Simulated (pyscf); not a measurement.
Optimised with ωB97X-D3(BJ)/def2-SVP in PySCF. MP2 and CC: frozen core, UHF for open shells. ΔMP2 is the change of the MP2 total energy from the triple- to the quadruple-zeta basis.

### Question
For [H₃C–Ga–F]• → •H₂C–GaH–F, a hydrogen shift (doublet surface; C–H broken, Ga–H formed), PBE/def2-TZVP gives ΔE‡ = 259.3 kJ/mol and ΔE = +113.3 kJ/mol (zero: the reactant's lowest minimum found). In which direction and how far do r²SCAN/def2-TZVP, PBE0-D3(BJ)/def2-TZVP, CCSD(T)/def2-TZVPP + ΔMP2(QZVPP) move these?

### Answer
r²SCAN: ΔE‡ = 260.5 kJ/mol, ΔE = +94.6 kJ/mol; PBE0-D3(BJ): ΔE‡ = 274.8 kJ/mol, ΔE = +103.6 kJ/mol; CCSD(T): ΔE‡ = 270.7 kJ/mol, ΔE = +92.6 kJ/mol. PBE's barrier lies under all of them, by 1.2 to 15.6 kJ/mol. Its reaction energy lies over all of them, by 9.7 to 20.7 kJ/mol. This is the saddle that the search found; another between the same sides may lie lower. The CCSD(T) − MP2 part came from Ansatz, without density fitting, on the same reference. A UHF reference is spin-contaminated (<S²> up to 0.92), which harms MP2 most. The frozen core leaves the outer d or s,p core shells of the metals and heavy elements correlated in the MP2 and CC values, and def2-TZVPP describes them poorly, which can shift differences by a few kcal/mol. Elements up to Kr have no core potential and no relativistic terms here.
